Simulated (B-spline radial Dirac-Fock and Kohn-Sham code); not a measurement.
# Binding energies of Ho⁺ in different valence configurations

Calculated with an atomic code on a B-spline grid, using ΔSCF Dirac-Fock with Breit, self-energy and vacuum polarisation, finite nucleus, configuration average. Correlation energy is missing from these numbers.

Reference: the tabulated ground configuration [Xe] 4f11 6s1, with 2s 9409.2 eV, 3s 2143.5 eV, 3p1/2 1933.8 eV, 3p3/2 1754.2 eV, 4p1/2 363.3 eV, 5p3/2 35.42 eV, Kα1 47544.3 eV, Kβ1 53869.6 eV, Lα1 6718.5 eV, Lβ2 7902.4 eV.

Shifts from the reference in eV.

```
    configuration  average energy      2s      3s   3p1/2   3p3/2   4p1/2  5p3/2    Kα1    Kβ1    Lα1    Lβ2
    [Xe] 4f11 6p1           +3.10   +1.38   +1.37   +1.38   +1.38   +1.39  +1.32  +0.01  +0.02   0.00   0.00
 [Xe] 4f9 5d2 6s1           +8.67  +18.19  +20.62  +20.44  +20.54  +18.50  +7.15  -1.51  -4.02  -2.17  +1.33
    [Xe] 4f11 5d1           +2.38   -2.39   -2.36   -2.35   -2.35   -2.36  -1.94  +0.11  +0.07  -0.04  -0.02
[Xe] 4f10 5d1 6s1           +1.24   +8.74   +9.87   +9.79   +9.84   +8.98  +3.62  -0.70  -1.88  -1.01  +0.51
```
